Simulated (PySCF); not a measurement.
**Löwdin shares of the frontier orbitals**

Compound: C₅H₃ClOS.
Numbering: `[CH2:1]=[CH:2][C:3](=[O:4])[C:5]([Cl:6])=[C:7]=[S:8]` (hydrogens: H9, H10 on C1; H11 on C2)

Computed with PySCF 2.14.0, density-fitted response routines, TDDFT CAM-B3LYP/def2-SVPD, vertical, gas phase, core orbitals frozen in the response. Isolated species at its GFN2-xTB geometry (one conformer only). Torsions of this conformer, `[CH2:1]=[CH:2][C:3](=[O:4])[C:5]([Cl:6])=[C:7]=[S:8]`: C1–C2–C3–O4 1°, C2–C3–C5–Cl6 1°.

Frontier orbitals with the atoms that hold most of them (Löwdin shares over 4%, at most four atoms; ? is withheld):

```json
{"orbital": "LUMO+2", "ε (eV)": "0.89", "atoms": "C1 18%, S8 18%, C2 16%, C5 16%"}
{"orbital": "LUMO+1", "ε (eV)": "-1.45", "atoms": "C3 20%, O4 16%, C1 15%, C7 13%"}
{"orbital": "LUMO", "ε (eV)": "?", "atoms": "S8 40%, C7 38%, Cl6 11%, C5 7%"}
{"orbital": "HOMO", "ε (eV)": "-8.25", "atoms": "?"}
{"orbital": "HOMO-1", "ε (eV)": "-9.34", "atoms": "?"}
{"orbital": "HOMO-2", "ε (eV)": "-9.73", "atoms": "C2 35%, C1 34%, O4 14%, C3 7%"}
{"orbital": "HOMO-3", "ε (eV)": "-10.99", "atoms": "Cl6 51%, S8 21%, C7 14%"}
```

Task: Give the leading atoms of the HOMO-1.

Result: O4 (bonded to C) 61%; C3 (bonded to 2 C and O) 11%; C2 (bonded to 2 C and H) 9%; C5 (bonded to 2 C and Cl) 7%. By element: oxygen 61%, carbon 27% or more.

Task: Which atoms hold the HOMO, and with what shares?

Result: S8 (bonded to C) 33%; C5 (bonded to 2 C and Cl) 23%; Cl6 (bonded to C) 17%; C7 (bonded to C and S) 16%. By element: carbon 39% or more, sulfur 33%, chlorine 17%.

Task: What is the LUMO energy, and the HOMO–LUMO gap?

Result: ε(LUMO) = -2.12 eV; the gap is 6.13 eV (0.2253 hartree).

Task: How does S1 compare with the orbital gap of 6.13 eV?

Result: S1 is at 2.13 eV (f = 0.0000), 4.00 eV below the gap, made of HOMO→LUMO (98%). Without the coupling terms of the response equations the lowest excitation would equal the gap.

Task: Give energy, strength and leading configuration of S1, S2 and S7, and follow the Löwdin shares of the leading atoms from the occupied to the empty orbital.

Result: 
- S1 (2.13 eV, f 0.0000), HOMO→LUMO (98%): S8 33% → 40%, C5 23% → 7%, C7 16% → 38%
- S2 (3.72 eV, f 0.0000), HOMO-1→LUMO+1 (95%): O4 61% → 16%, C3 11% → 20%
- S7 (5.58 eV, f 0.191), HOMO-2→LUMO+1 (94%): C2 35% → at most 13%, C1 34% → 15%, C3 7% → 20%, O4 14% → 16%

Time: 68 s; peak memory 0.90 GiB. Hardware: an Arm Neoverse N1 with one thread, no GPU, shared host.
